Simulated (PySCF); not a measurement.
Ionisation energy along the 12-electron series

Calculated with PySCF 2.14 and a two-component X2C-1e Hamiltonian (Gaussian nucleus, no Breit or QED terms), each ion in its own even-tempered basis scaled to its charge; GMP2 freezes 1s2 and drops the highest virtual spinors. Values in eV. NIST values: (m) measured, (s) semi-empirical, (t) theoretical.

```csv
ion,configuration,GHF (screened spin-orbit),GMP2 (screened spin-orbit),NIST
Zn¹⁸⁺,[Ne] 3s2,693.47,696.00,697.5 ± 0.7 (s)
Ge²⁰⁺,[Ne] 3s2,832.79,835.45,837.1 ± 1 (s)
```

(1) Fill in the row of Ga¹⁹⁺.

## Answers

(1) configuration: [Ne] 3s2; GHF (screened spin-orbit): 761.53; GMP2 (screened spin-orbit): 764.13; NIST: 765.7 ± 0.9 (s).
